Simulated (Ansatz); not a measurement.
Input file for Ansatz (a quantum-chemistry and plane-wave program): R-wB97M-V/def2-TZVPPD on C2H10Si (a complex), monomers drawn apart or pushed together. Files ending in .json are basis or fitting sets from the Basis Set Exchange.

Ansatz 0.2 input:
```yaml
crystal:
  periodic: [false, false, false]
  atoms:
    - {symbol: C, position_ang: [-0.08193111, 0.00140635, -0.31312880]}
    - {symbol: H, position_ang: [-1.03739562, -0.09533839, 0.20060159]}
    - {symbol: H, position_ang: [0.30176182, 1.01278211, -0.18486414]}
    - {symbol: H, position_ang: [0.62756166, -0.71108372, 0.10463248]}
    - {symbol: H, position_ang: [-0.21933825, -0.20103873, -1.37433529]}
    - {symbol: C, position_ang: [-0.12012625, 1.27145502, 4.97351989]}
    - {symbol: Si, position_ang: [0.22229951, -0.56880868, 5.09263592]}
    - {symbol: H, position_ang: [-0.24274828, 1.57679012, 3.93356344]}
    - {symbol: H, position_ang: [0.70153664, 1.84825802, 5.40193399]}
    - {symbol: H, position_ang: [-1.03243813, 1.53163655, 5.51337342]}
    - {symbol: H, position_ang: [-0.89342523, -1.34944431, 4.50522856]}
    - {symbol: H, position_ang: [0.37919038, -0.97708772, 6.51045885]}
    - {symbol: H, position_ang: [1.46811098, -0.91927600, 4.36867332]}
basis:
  gaussian:
    orbitals: def2-TZVPPD.json
hamiltonian:
  xc: {name: wB97M-V}
scf: {lower_state_search: off}
```

The head of its log:

```
WARN ansatz: RAYON_NUM_THREADS=1 ignored (pool sized by the plan → 1); use --threads N
Functional definition: wB97M-V
these checks for a lower state are left out or cut short: stability, starts, cluster_reference, orbital_swaps, neighbouring_geometries, increment
integrals: 0.25 GiB planned
1248 factors; their error is unknown
integrals: 0.29 GiB planned
424 factors; integrals over basis functions are off by at most 2.2e-5 eV
mean field: 2.07 GiB planned
mean field evaluation 1: about -10108.3514 eV, gradient 4.9e1 eV
mean field evaluation 2: about -10110.6032 eV, gradient 3.5e1 eV
```

Task: What total energy does the run end on?

Result: -371.6607 hartree.
